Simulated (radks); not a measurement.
Tl V, 77 electrons, occupied as [Xe] 4f14 5d9 (the NIST ground configuration). Method: Dirac Kohn-Sham, PBE, spin-unpolarised, spherical densities, point nucleus; open shells are shared between the two j in proportion to 2j + 1; computed with a radial shooting solver on a logarithmic mesh with Libxc functionals. Some entries of the table are withheld. Estimate them.

| orbital | occ. | eigenvalue (hartree) | <r^2> (bohr^2) |
|---|---|---|---|
| 1s1/2 | 2 | -3143.439 | 0.0003686 |
| 2s1/2 | 2 | -560.6012 | (1) |
| 2p1/2 | 2 | -538.0958 | (2) |
| 2p3/2 | 4 | -462.1705 | (3) |
| 3s1/2 | 2 | -135.0941 | 0.03596 |
| 3p1/2 | 2 | -124.9679 | 0.03272 |
| 3p3/2 | 4 | -108.0877 | 0.03909 |
| 3d3/2 | 4 | -91.42302 | 0.02987 |
| 3d5/2 | 6 | -87.81908 | 0.03159 |
| 4s1/2 | 2 | -31.47574 | 0.1731 |
| 4p1/2 | 2 | -27.11617 | 0.1760 |
| 4p3/2 | 4 | -23.01186 | 0.2077 |
| 4d3/2 | 4 | (4) | (5) |
| 4d5/2 | 6 | (6) | (7) |
| 5s1/2 | 2 | -6.48902 | 0.8589 |
| 4f5/2 | 6 | -5.97604 | (8) |
| 4f7/2 | 8 | -5.80687 | (9) |
| 5p1/2 | 2 | -5.02182 | 0.9892 |
| 5p3/2 | 4 | -4.26914 | 1.188 |
| 5d3/2 | 3.6 | -2.23764 | 1.869 |
| 5d5/2 | 5.4 | -2.14701 | 1.984 |

Answer. 
(1) 2s1/2 <r^2> (bohr^2): 0.005545
(2) 2p1/2 <r^2> (bohr^2): 0.003911
(3) 2p3/2 <r^2> (bohr^2): 0.005095
(4) 4d3/2 eigenvalue (hartree): -15.90949
(5) 4d3/2 <r^2> (bohr^2): 0.2170
(6) 4d5/2 eigenvalue (hartree): -15.14384
(7) 4d5/2 <r^2> (bohr^2): 0.2280
(8) 4f5/2 <r^2> (bohr^2): 0.2589
(9) 4f7/2 <r^2> (bohr^2): 0.2661
